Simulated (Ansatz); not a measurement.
C5H6F2, SMILES `FC1=CC(F)CC1`. The species carries charge 0 and has multiplicity 1.

| atom | x (Å) | y (Å) | z (Å) |
| --- | --- | --- | --- |
| F1 | 0.785 | 1.791 | -1.753 |
| C2 | 0.424 | 0.821 | -0.922 |
| C3 | 0.684 | -0.469 | -1.085 |
| C4 | 0.174 | -1.220 | 0.095 |
| F5 | 1.248 | -1.627 | 0.899 |
| C6 | -0.701 | -0.214 | 0.850 |
| C7 | -0.320 | 1.173 | 0.317 |
| H8 | 1.238 | -0.910 | -1.901 |
| H9 | -0.360 | -2.140 | -0.157 |
| H10 | -1.751 | -0.420 | 0.636 |
| H11 | -0.553 | -0.323 | 1.924 |
| H12 | 0.322 | 1.739 | 0.998 |
| H13 | -1.189 | 1.799 | 0.100 |

List the harmonic frequencies (cm⁻¹, unscaled) at PBE0-D4/def2-TZVP in Ansatz. (Best estimate.)

The calculation gave: 99, 170, 363, 430, 475, 496, 607, 772, 775, 867, 899, 933, 977, 998, 1062, 1086, 1183, 1209, 1260, 1274, 1318, 1352, 1365, 1395, 1462, 1486, 1748, 3061, 3078, 3092, 3104, 3145, 3249.

Is this a minimum?

Yes, all 33 modes are real.

Give the ideal-gas thermochemistry at 298.15 K and 1 bar (rigid rotor, harmonic oscillator; point group C1, symmetry number 1).

Zero-point energy 267.9 kJ/mol; H(298) − E = 286.2 kJ/mol; entropy 328.0 J/(mol·K), of which translation 166.8, rotation 114.4, vibration 46.8; G(298) − E = 188.4 kJ/mol. Modes under 100 cm⁻¹ are hindered rotations or soft bends, so the harmonic entropy is rough.

And at 400, 500, 600, 800 and 1000 K?


```json
{"T (K)": "400", "H − E (kJ/mol)": "298.0", "S (J/mol/K)": "361.9", "G − E (kJ/mol)": "153.2"}
{"T (K)": "500", "H − E (kJ/mol)": "312.5", "S (J/mol/K)": "394.1", "G − E (kJ/mol)": "115.4"}
{"T (K)": "600", "H − E (kJ/mol)": "329.4", "S (J/mol/K)": "424.8", "G − E (kJ/mol)": "74.5"}
{"T (K)": "800", "H − E (kJ/mol)": "368.6", "S (J/mol/K)": "481.0", "G − E (kJ/mol)": "-16.2"}
{"T (K)": "1000", "H − E (kJ/mol)": "413.0", "S (J/mol/K)": "530.5", "G − E (kJ/mol)": "-117.5"}
```
